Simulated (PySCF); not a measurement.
Species: C6H6F3O (doublet state).
Structure used (GFN2-xTB), in Å, numbered top down from 1:
```
atom  x, y, z in Å
C1    -1.8101   -1.4165   -0.8748
C2    -0.9324   -0.5954   -0.2073
C3     0.4163   -0.5082   -0.5396
O4     1.2900    0.1903    0.2072
C5     2.6037    0.2926   -0.2880
C6    -1.4449    0.1985    0.9225
F7    -2.3469   -0.4176    1.7154
C8    -1.1417    1.4610    1.2108
F9    -0.3372    2.2266    0.4858
F10   -1.6266    2.1475    2.2388
H11   -1.4773   -2.0290   -1.6905
H12   -2.8429   -1.4693   -0.5900
H13    0.7974   -1.0578   -1.3899
H14    3.2024    0.7254    0.5109
H15    3.0052   -0.6885   -0.5598
H16    2.6373    0.9493   -1.1630
```

The hyperfine couplings belong to this conformer and change with its torsions.

Identity: `[CH2]/C(=C/OC)C(F)=C(F)F` [radical].

Theory: PySCF, UKS B3LYP, pcH-1 on C F H O, non-relativistic, mean-field spin-orbit, GIAO. One conformer (not necessarily the lowest) at the GFN2-xTB geometry, without solvent, vibrations or thermal averaging. Couplings are sensitive to structure, and on GFN2-xTB geometries they can be far from those on DFT ones. The frame is twisted about the C2–C6 bond at this geometry (dihedral C1–C2–C6–F7 = 39°); couplings at other torsion angles weren't computed. Stability of the SCF solution: not tested. ⟨S²⟩ is 0.778 where a pure state has 0.75.

Task: Predict the first-order ENDOR lines of F7, F9, F10, H12, H11, H13 and H14/H15/H16 under fast tumbling at B = 1206.8 mT (Q band).

Result: ν± = |νn ± a/2|, one line for each electron-spin manifold; νn = |g_N| × 7.62259 MHz/T × B.

```
     nuclei  isotope     g_N  νn (MHz)  a_iso (MHz)  lower line (MHz)  upper line (MHz)
         F7      19F  5.2577     48.37       -12.70             42.02             54.72
         F9      19F  5.2577     48.37        -9.36             43.68             53.05
        F10      19F  5.2577     48.37        -8.12             44.31             52.42
        H12       1H  5.5857     51.38       -42.12             30.32             72.44
        H11       1H  5.5857     51.38       -39.18             31.79             70.97
        H13       1H  5.5857     51.38       -38.32             32.22             70.54
H14/H15/H16       1H  5.5857     51.38         6.56             48.10             54.66
```

Task: Which pairs are centred on the nuclear Larmor frequency, and which on half the coupling?

Result: Centred on νn, since |a| < 2νn: F7, F9, F10, H12, H11, H13 and H14/H15/H16. No pair has |a| > 2νn.

Task: At what field would the lower line of F9 fall to zero frequency?

Result: Where νn = |a|/2, that is B = 4.68 MHz/(5.2577 × 7.62259 MHz/T) = 117 mT, as far as first order holds there.

Class means assume fast exchange of nuclei equivalent by connectivity; if that motion is slow, each nucleus keeps its own coupling. H11 and H12 aren't averaged: C1 is flat or nearly so (angle sum 360°), and its turn about the short C1–C2 bond (1.37 Å) is taken as slow. The three 1H nuclei of mean +6.6 MHz run from -1.2 to 12.2 MHz in the frozen geometry.

Hardware: one thread of an Arm Neoverse V1, no GPU, shared host with 32 logical CPUs at a one-minute load of 28. Cost: 1.8 min (grids of density and orbitals included), 1.1 GiB resident at most.
